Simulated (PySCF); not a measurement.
HSi, SMILES [SiH] (connectivity only; charge and spin as stated), charge +1, multiplicity 1.

Geometry optimised at r2SCAN-D4/def2-TZVPD.

Two levels are set side by side: TDA-PBE/def2-TZVPD (PySCF) and EOM-CCSD/aug-cc-pVDZ (PySCF). Vertical, same geometry; the bases differ. Differences are taken from unrounded values.

| quantity | EOM-CCSD |
|---|---|
| lowest singlet excitation (eV) | 3.46 |
| lowest triplet excitation (TDA for PBE) (eV) | 0.00 |

**Question.** What does TDA-PBE give, and how far is it from EOM-CCSD? (The exact figures need the calculation; the answer reports its results.)

**Answer.** 
| quantity | TDA-PBE | TDA-PBE minus EOM-CCSD |
|---|---|---|
| lowest singlet excitation (eV) | 3.32 | -0.14 |
| lowest triplet excitation (TDA for PBE) (eV) | 1.95 | 1.95 |

A lower first singlet is the usual sign of a functional without exact exchange. Differences between two approximate levels are no errors against the true value.

Rough cost on one machine, each run with all the roots and properties that it gave: EOM-CCSD against TDA-PBE within a factor of 2.
